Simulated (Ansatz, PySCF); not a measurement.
The Ansatz (an electronic-structure program) input:
Ansatz 0.2 input:
```yaml
crystal:
  periodic: [false, false, false]
  atoms:
    - {symbol: O, position_ang: [0.86318930, 1.82604388, -0.65881689]}
    - {symbol: C, position_ang: [0.39416067, 0.88422217, 0.06974762]}
    - {symbol: C, position_ang: [1.13548103, -0.47991020, 0.11471549]}
    - {symbol: C, position_ang: [0.05562020, -1.54252433, -0.04971133]}
    - {symbol: C, position_ang: [-1.18906207, -0.88629544, 0.53748609]}
    - {symbol: C, position_ang: [-1.11138974, 0.53601838, 0.00457658]}
    - {symbol: H, position_ang: [1.91035789, -0.51433876, -0.65290987]}
    - {symbol: H, position_ang: [1.61432395, -0.53869309, 1.09695873]}
    - {symbol: H, position_ang: [0.32764508, -2.47140952, 0.45320862]}
    - {symbol: H, position_ang: [-0.10284519, -1.75573624, -1.10776262]}
    - {symbol: H, position_ang: [-1.13334590, -0.88192814, 1.62670763]}
    - {symbol: H, position_ang: [-2.11348883, -1.37874922, 0.23573412]}
    - {symbol: H, position_ang: [-1.44973251, 0.59703053, -1.03669143]}
    - {symbol: H, position_ang: [-1.66728948, 1.26641014, 0.59440322]}
basis:
  gaussian:
    orbitals: cc-pVDZ
magnetization: {spin_polarized: true, initial_magnetization: 2}
correlation: {method: mp2, electrons: outside_noble_gas}
accuracy: high
```

Problem. Convert this to an input for PySCF.

Solution. One answer among several that fit: 
```python
from pyscf import gto, scf, mp

mol = gto.Mole()
mol.atom = '''
    O     0.86318930    1.82604388   -0.65881689
    C     0.39416067    0.88422217    0.06974762
    C     1.13548103   -0.47991020    0.11471549
    C     0.05562020   -1.54252433   -0.04971133
    C    -1.18906207   -0.88629544    0.53748609
    C    -1.11138974    0.53601838    0.00457658
    H     1.91035789   -0.51433876   -0.65290987
    H     1.61432395   -0.53869309    1.09695873
    H     0.32764508   -2.47140952    0.45320862
    H    -0.10284519   -1.75573624   -1.10776262
    H    -1.13334590   -0.88192814    1.62670763
    H    -2.11348883   -1.37874922    0.23573412
    H    -1.44973251    0.59703053   -1.03669143
    H    -1.66728948    1.26641014    0.59440322
'''
mol.basis = 'cc-pvdz'
mol.spin = 2
mol.verbose = 3
mol.build()

mf = scf.UHF(mol)
mf.kernel()

pt = mp.MP2(mf, frozen=6)
pt.kernel()
print('E(MP2) = %.10f' % pt.e_tot)
```

Both were run: Ansatz gave -269.607299 Eh and PySCF -269.607299 Eh, 0.000 mEh apart.
